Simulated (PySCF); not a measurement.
Computed properties of C₅H₈O, SMILES C1CC(=O)CC1

cyclopentanone (C5H8O), SMILES O=C1CCCC1. Geometry optimised at B3LYP-D3(BJ)/def2-SVP. The values are those of a single conformer. All values are computed for the isolated molecule unless a solvent is named; none is compared with measurement here.

**Structure.** The optimised structure has C2 symmetry. All 36 harmonic modes at B3LYP-D3(BJ)/def2-SVP (PySCF) are real, so it is a minimum. With heavy atoms numbered as in [O:1]=[C:2]1[CH2:3][CH2:4][CH2:5][CH2:6]1, the shortest bond between them is O1–C2 at 1.205 Å and the longest C4–C5 at 1.543 Å.

**Vibrations.** The strongest infrared lines (harmonic, unscaled, degenerate partners summed) lie at 1866 cm⁻¹ (229 km/mol, C 64 %, O 36 %), 1159 cm⁻¹ (54 km/mol, C 66 %, H 33 %), 3043 cm⁻¹ (38 km/mol, H 94 %). The softest mode is at 99 cm⁻¹ and the zero-point energy is 75.7 kcal/mol.

**Electronic structure.** HF/def2-TZVP (PySCF) places the frontier levels at -10.74 and 3.40 eV, a gap of 14.14 eV, and gives a dipole moment of 3.57 D and a mean polarisability of 55.5 bohr³.

**Excitations.** TDDFT-B3LYP/def2-SVPD (PySCF) has S1 at 4.22 eV (294 nm, f = 0.000, dark); the most intense of the 10 singlets computed lies at 7.99 eV (f = 0.04). T1 (TDA) is at 3.71 eV. No vertical singlet excitation falls in the visible range (under 3.1 eV).

**NMR.** GIAO shifts at KT2/pcSseg-1 (PySCF) (non-relativistic, atoms alike by connectivity averaged): ¹³C from 29.4 to 209.2 ppm against TMS; ¹H from 2.1 to 2.2 ppm against TMS.
